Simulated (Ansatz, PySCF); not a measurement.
Potential energy curve for BrNa, singlet.

- UKS-M06-2X/6-31G* = PySCF 2.14.0 with unrestricted M06-2X/6-31G*, spherical d
- UMP2 = MP2 on UHF/cc-pVDZ, cores with 3d frozen run with Ansatz (a quantum-chemistry and plane-wave program)
- UKS-BLYP = unrestricted BLYP/cc-pVDZ run with Ansatz
- RHF/cc-pVDZ (Ansatz)

Energies are in kcal/mol, each relative to the lowest point of its own curve between 2.08 and 3.06 Å, where full CI is lowest.

```
R / Å  UKS-M06-2X/6-31G*  UMP2  UKS-BLYP   RHF
-----  -----------------  ----  --------  ----
2.08                21.7  26.3      22.8  25.9
2.22                 8.0  10.6       8.8  10.3
2.37                 1.4   2.5         ?   2.4
2.47                 0.0   0.4         ?   0.3
2.59                   ?   0.0       0.0   0.0
2.72                 2.4   1.4       1.6   1.5
2.79                 4.0   2.7       2.9   2.8
2.89                 6.6   5.0       5.2   5.1
2.98                 9.2   7.4       7.6   7.6
3.06                   ?   9.7       9.8   9.9
3.24                17.4  15.3      15.0  15.4
3.37                21.5  19.5      18.8  19.5
3.60                28.5  26.8      25.3  26.7
3.85                35.5  34.5      31.7  34.0
4.21                44.4  44.4      39.5  43.5
4.57                51.8  53.1      45.6  51.8
5.09                60.6  63.4      51.7  61.7
5.65                67.8     —      55.7  70.0
6.35                   —     —      58.5  78.0
7.11                   —     —      60.3  84.6
8.34                   —     —      62.0  92.2
9.80                   —     —         ?     ?
```

Complete the blanks.


- 2.37, UKS-BLYP: 1.8
- 2.47, UKS-BLYP: 0.1
- 2.59, UKS-M06-2X/6-31G*: 0.3
- 3.06, UKS-M06-2X/6-31G*: 11.6
- 9.80, UKS-BLYP: 63.1
- 9.80, RHF: 98.1

A dash means that the run gave no value there, or that the column was ended at a point which the program doubted or which failed a test of continuity chosen for this set; such a test can also cut sound points.

The unrestricted determinant behind UKS-M06-2X/6-31G* is spin-contaminated at 6.35 to 9.80 Å (<S²> up to 0.7, against 0.00 for a pure singlet). The unrestricted determinant behind UMP2 is spin-contaminated at 5.65 to 9.80 Å (<S²> up to 1.0, against 0.00 for a pure singlet). The unrestricted determinant behind UKS-BLYP is spin-contaminated at 4.57 to 9.80 Å (<S²> up to 0.6, against 0.00 for a pure singlet). The restricted form behind RHF keeps the bonding electrons paired and can't separate into open-shell fragments.
